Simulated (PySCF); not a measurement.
## HgCl⁺ at B97-3

Level: B97-3. PySCF, scalar-relativistic core potentials, basis sets Hg cc-pVDZ-PP with ECP60, Cl cc-pV(D+d)Z.

```json
{"state": "¹Σ⁺ (singlet), closed shell", "bond length": "2.264 Å", "harmonic wavenumber": "362 cm⁻¹", "force constant": "2.30 mdyn/Å", "rotational constant Be": "0.1103 cm⁻¹", "anharmonicity ωexe": "1.54 cm⁻¹", "vibration–rotation constant αe": "0.000565 cm⁻¹", "well depth De to Hg⁺ + Cl": "1.86 eV", "dissociation energy D0": "1.84 eV", "HOMO–LUMO gap": "3.65 eV", "bond order (Mayer)": "1.28", "dipole moment (positive dipole points towards Cl; it is taken about the centre of mass and depends on that origin)": "-2.63 D"}
```

These are scalar-relativistic numbers at best; spin–orbit coupling would shift them, the dissociation energy most. For an ion De counts to the pair picked by the measured ionisation energies or electron affinities, which need not be the lowest pair at this level.
